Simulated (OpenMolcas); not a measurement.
Multiconfigurational calculation on Co2+

Co2+ with 6 ligands (chloride) in octahedral coordination (Oh) at 2.5 Å. A charge of +0.667 e stands 3.2 Å behind each ligand. Ligand basis ANO-RCC-VDZP. With inversion symmetry the input lists one of each pair of outer charges.

Input:

```
&GATEWAY
Coord
7

Co 0.0 0.0 0.0
Cl 2.500000 0.000000 0.000000
Cl 0.000000 2.500000 0.000000
Cl -2.500000 0.000000 0.000000
Cl 0.000000 -2.500000 0.000000
Cl 0.000000 0.000000 2.500000
Cl 0.000000 0.000000 -2.500000
Basis=Co.ANO-RCC-VTZP,Cl.ANO-RCC-VDZP
Group=XYZ
NoMove
AngMom=0.0 0.0 0.0
AMFI
RICD
XField
3 Angstrom 0
5.700000 0.000000 0.000000 0.666667
0.000000 5.700000 0.000000 0.666667
0.000000 0.000000 5.700000 0.666667
&SEWARD
* reference wave functions (RASSCF and RASSI steps not shown): 7 electrons in 5 orbitals (3d)
>>> COPY JOB001 $Project.JobIph
&CASPT2
Multistate=10 1 2 3 4 5 6 7 8 9 10
NoMult
Frozen=17 18
IPEA=0.25
Imaginary=0.1
MaxIter=60
WThr=0.0 0.3 0.05
PrWF=0.5
NoMix
>>> COPY JOB002 $Project.JobIph
&CASPT2
Multistate=40 1 2 3 4 5 6 7 8 9 10 11 12 13 14 15 16 17 18 19 20 21 22
23 24 25 26 27 28 29 30 31 32 33 34 35 36 37 38 39 40
NoMult
Frozen=17 18
IPEA=0.25
Imaginary=0.1
MaxIter=60
WThr=0.0 0.3 0.05
PrWF=0.5
NoMix
```

Launched by
```bash
OMP_NUM_THREADS=1 MOLCAS_MEM=2457 MOLCAS_PROJECT=a pymolcas a.inp > a.log  # once for each step of the input, in one work folder
```

Output, cut to the results:

```
--- CASPT2 ---
Orbital specifications:
      -----------------------

      Symmetry species                           1   2
                                                ag  au
      Frozen orbitals                           17  18
      Inactive orbitals                         13  15
      Active orbitals                            5   0
      Secondary orbitals                        49  50
      Deleted orbitals                           0   0
      Number of basis functions                 84  83
Type of calculation                        SS-CASPT2
      Fock operator                              state-specific
      IPEA shift                                 0.25
      Real shift                                 0.00
      Imaginary shift                            0.10
      The input orbitals will be transformed to quasi-canonical
Reference energy:       -4158.7679054037
      E2 (Non-variational):      -1.5016104323
      Shift correction:          -0.0021360656
      E2 (Variational):          -1.5037464979
      Total energy:           -4160.2716519016
      Residual norm:              0.0000003853
      Reference weight:           0.66861
      Contributions to the CASPT2 correlation energy
      Active & Virtual Only:         -0.1942806288
      One Inactive Excited:          -0.2717049612
      Two Inactive Excited:          -1.0356248423
Reference energy:       -4158.7679054036
      E2 (Non-variational):      -1.5015969963
      Shift correction:          -0.0021356283
      E2 (Variational):          -1.5037326246
      Total energy:           -4160.2716380282
      Residual norm:              0.0000003898
      Reference weight:           0.66861
      Contributions to the CASPT2 correlation energy
      Active & Virtual Only:         -0.1942877754
      One Inactive Excited:          -0.2716847951
      Two Inactive Excited:          -1.0356244258
::    CASPT2 Root  1     Total energy:  -4160.27165190
::    CASPT2 Root  2     Total energy:  -4160.27163803
::    CASPT2 Root  3     Total energy:  -4160.27169513
::    CASPT2 Root  4     Total energy:  -4160.24957762
::    CASPT2 Root  5     Total energy:  -4160.24957742
::    CASPT2 Root  6     Total energy:  -4160.24962443
::    CASPT2 Root  7     Total energy:  -4160.22697165
::    CASPT2 Root  8     Total energy:  -4160.19144238
::    CASPT2 Root  9     Total energy:  -4160.19141729
::    CASPT2 Root 10     Total energy:  -4160.19143677
--- CASPT2 ---
Orbital specifications:
      -----------------------

      Symmetry species                           1   2
                                                ag  au
      Frozen orbitals                           17  18
      Inactive orbitals                         13  15
      Active orbitals                            5   0
      Secondary orbitals                        49  50
      Deleted orbitals                           0   0
      Number of basis functions                 84  83
Type of calculation                        SS-CASPT2
      Fock operator                              state-specific
      IPEA shift                                 0.25
      Real shift                                 0.00
      Imaginary shift                            0.10
      The input orbitals will be transformed to quasi-canonical
Reference energy:       -4158.6890341927
      E2 (Non-variational):      -1.5185080786
      Shift correction:          -0.0024359514
      E2 (Variational):          -1.5209440300
      Total energy:           -4160.2099782227
      Residual norm:              0.0000002197
      Reference weight:           0.66507
      Contributions to the CASPT2 correlation energy
      Active & Virtual Only:         -0.1973672697
      One Inactive Excited:          -0.2794162657
      Two Inactive Excited:          -1.0417245432
Reference energy:       -4158.6890341926
      E2 (Non-variational):      -1.5184365694
      Shift correction:          -0.0024344394
      E2 (Variational):          -1.5208710088
      Total energy:           -4160.2099052014
      Residual norm:              0.0000002083
      Reference weight:           0.66509
      Contributions to the CASPT2 correlation energy
      Active & Virtual Only:         -0.1973599527
      One Inactive Excited:          -0.2793546413
      Two Inactive Excited:          -1.0417219754
::    CASPT2 Root  1     Total energy:  -4160.20997822
::    CASPT2 Root  2     Total energy:  -4160.20990520
::    CASPT2 Root  3     Total energy:  -4160.20032944
::    CASPT2 Root  4     Total energy:  -4160.20033048
::    CASPT2 Root  5     Total energy:  -4160.20025836
::    CASPT2 Root  6     Total energy:  -4160.19901235
::    CASPT2 Root  7     Total energy:  -4160.19903925
::    CASPT2 Root  8     Total energy:  -4160.19903908
::    CASPT2 Root  9     Total energy:  -4160.18719440
::    CASPT2 Root 10     Total energy:  -4160.18499850
::    CASPT2 Root 11     Total energy:  -4160.18499890
::    CASPT2 Root 12     Total energy:  -4160.18471919
::    CASPT2 Root 13     Total energy:  -4160.17171627
::    CASPT2 Root 14     Total energy:  -4160.17166572
::    CASPT2 Root 15     Total energy:  -4160.17167474
::    CASPT2 Root 16     Total energy:  -4160.16487976
::    CASPT2 Root 17     Total energy:  -4160.16487098
::    CASPT2 Root 18     Total energy:  -4160.16489488
::    CASPT2 Root 19     Total energy:  -4160.15634707
::    CASPT2 Root 20     Total energy:  -4160.15652482
::    CASPT2 Root 21     Total energy:  -4160.14667443
::    CASPT2 Root 22     Total energy:  -4160.14670323
::    CASPT2 Root 23     Total energy:  -4160.14666722
::    CASPT2 Root 24     Total energy:  -4160.15265964
::    CASPT2 Root 25     Total energy:  -4160.15266822
::    CASPT2 Root 26     Total energy:  -4160.15029436
::    CASPT2 Root 27     Total energy:  -4160.15027139
::    CASPT2 Root 28     Total energy:  -4160.15026549
::    CASPT2 Root 29     Total energy:  -4160.10738358
...
```

Spin-orbit levels above the lowest (labels of O, the rotations of Oh), with the averaged single-state CASPT2 energies on the diagonal:

```json
{"E (cm-1)": "0", "Degeneracy": "2", "Label": "Γ6", "2S+1": "4", "g": "4.52 4.52 4.52"}
{"E (cm-1)": "360", "Degeneracy": "4", "Label": "Γ8", "2S+1": "4", "g": ""}
{"E (cm-1)": "950", "Degeneracy": "4", "Label": "Γ8", "2S+1": "4", "g": ""}
{"E (cm-1)": "1070", "Degeneracy": "2", "Label": "Γ7", "2S+1": "4", "g": "0.76 0.76 0.76"}
{"E (cm-1)": "5420", "Degeneracy": "2", "Label": "Γ6", "2S+1": "4", "g": "2.55 2.55 2.55"}
{"E (cm-1)": "5480", "Degeneracy": "4", "Label": "Γ8", "2S+1": "4", "g": ""}
{"E (cm-1)": "5560", "Degeneracy": "4", "Label": "Γ8", "2S+1": "4", "g": ""}
{"E (cm-1)": "5770", "Degeneracy": "2", "Label": "Γ7", "2S+1": "4", "g": "2.72 2.72 2.72"}
{"E (cm-1)": "10560", "Degeneracy": "4", "Label": "Γ8", "2S+1": "4", "g": ""}
{"E (cm-1)": "14150", "Degeneracy": "4", "Label": "Γ8", "2S+1": "2", "g": ""}
{"E (cm-1)": "16050", "Degeneracy": "4", "Label": "Γ8", "2S+1": "2", "g": ""}
{"E (cm-1)": "16700", "Degeneracy": "4", "Label": "Γ8", "2S+1": "2", "g": ""}
{"E (cm-1)": "16750", "Degeneracy": "2", "Label": "Γ7", "2S+1": "2", "g": "2.11 2.11 2.11"}
{"E (cm-1)": "16880", "Degeneracy": "2", "Label": "Γ6", "2S+1": "2", "g": "0.01 0.01 0.01"}
{"E (cm-1)": "18000", "Degeneracy": "4", "Label": "Γ8", "2S+1": "4 (77 %)", "g": ""}
{"E (cm-1)": "18020", "Degeneracy": "2", "Label": "Γ7", "2S+1": "4", "g": "2.60 2.60 2.60"}
{"E (cm-1)": "18030", "Degeneracy": "4", "Label": "Γ8", "2S+1": "4", "g": ""}
{"E (cm-1)": "18560", "Degeneracy": "2", "Label": "Γ6", "2S+1": "4 (87 %)", "g": "2.49 2.49 2.49"}
{"E (cm-1)": "19120", "Degeneracy": "2", "Label": "Γ6", "2S+1": "2", "g": "1.68 1.68 1.68"}
{"E (cm-1)": "19960", "Degeneracy": "4", "Label": "Γ8", "2S+1": "2 (78 %)", "g": ""}
```

Roots that are degenerate in the reference are averaged as groups; the widest CASPT2 spread within a group is 61 cm-1 (the 3-fold group of multiplicity 2 near 19000 cm-1 above the lowest state of its run). Shifts and gaps below about the spread of the groups concerned are not significant. Over all roots computed the reference weight is 0.65 to 0.67; a low but even weight reflects the number of correlated electrons. An orbital triplet at a regular site is open to Jahn-Teller coupling, which can distort the site and quench the lowest spin-orbit gaps and is left out. A single d shell leaves out the double-shell effect, which counts most for late 3d ions, where the CASPT2 field can be off either way by tens of per cent. Ligand-to-metal charge-transfer states are missing. These CASPT2 states fit no ligand-field parameters well, so their order and spin gaps are uncertain. For late 3d ions with one d shell CASPT2 can put B and the spin-flip bands somewhat low as well as high. With one d shell and no ligand orbital active, 10Dq can be off by tens of per cent for divalent 3d ions, low with halides held by bare charges and at times high in hosts. Free-ion shares, where given, are those of the reference states; single-state CASPT2 does not remix them. No measured value stands beside these numbers; the geometry was imposed, not optimised, and the real ion may take another.

The CASPT2 steps took 4.2 min on 1 thread of Arm Neoverse V1 (shared host); the integral step is not counted.
